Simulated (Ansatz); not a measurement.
`C[N](C)[MgH]` + H₂S → `[MgH][SH]` + dimethylamine at 700 K and 1 bar (ligand exchange at a Mg–N bond).

Computed with Ansatz on PBE0-D4/def2-TZVP structures; ΔE is electronic, products minus reactants. CCSD(T)/CBS is the MP2 limit (def2-TZVPP, def2-QZVPP) plus CCSD(T) − MP2 in def2-TZVPP, frozen cores. This one scheme is used for every species. For Mg outer-core shells are correlated without core-valence functions, which leaves a few kJ/mol of doubt a bond.

```
       species  CCSD(T)/CBS energy (Eh)  H − E (kJ/mol)  S (J/(mol·K))
`C[N](C)[MgH]`               -334.89311           297.6          426.5
           H₂S               -398.97279            64.8          236.9
   `[MgH][SH]`               -598.89578            74.7          319.5
         `CNC`               -135.00321           296.9          352.4
```

H − E and S are ideal-gas, rigid-rotor, harmonic terms from PBE0-D4/def2-TZVP. 1 Eh = 2625.50 kJ/mol, R = 8.31446 J/(mol·K).

By hand: ΔE, ΔH, ΔS and ΔG.

ΔE = (-598.89578) + (-135.00321) − (-334.89311) − (-398.97279) = -0.03309 Eh = -86.9 kJ/mol. Δ(H − E) = 74.7 + 296.9 − 297.6 − 64.8 = 9.2, so ΔH = -77.7 kJ/mol. ΔS = 319.5 + 352.4 − 426.5 − 236.9 = 8.5 J/(mol·K). ΔG = -77.7 − 700 × (8.5)/1000 = -83.7 kJ/mol.

By hand: the equilibrium constant, and the temperature at which ΔG would vanish if ΔH and ΔS stayed fixed.

log₁₀ K = −ΔG/(RT ln 10) = 6.2. ΔH and −TΔS have one sign here, so there is no such temperature.

The number of gas molecules stays the same, so ΔS is small and ΔH decides. A doubt of 5 kJ/mol in ΔE shifts log₁₀ K by 0.4 here. These are equilibria of isolated gas molecules and say nothing of rates. Largest T1 diagnostic: 0.010 (customary marks: 0.02 for closed shells, 0.045 for open ones).
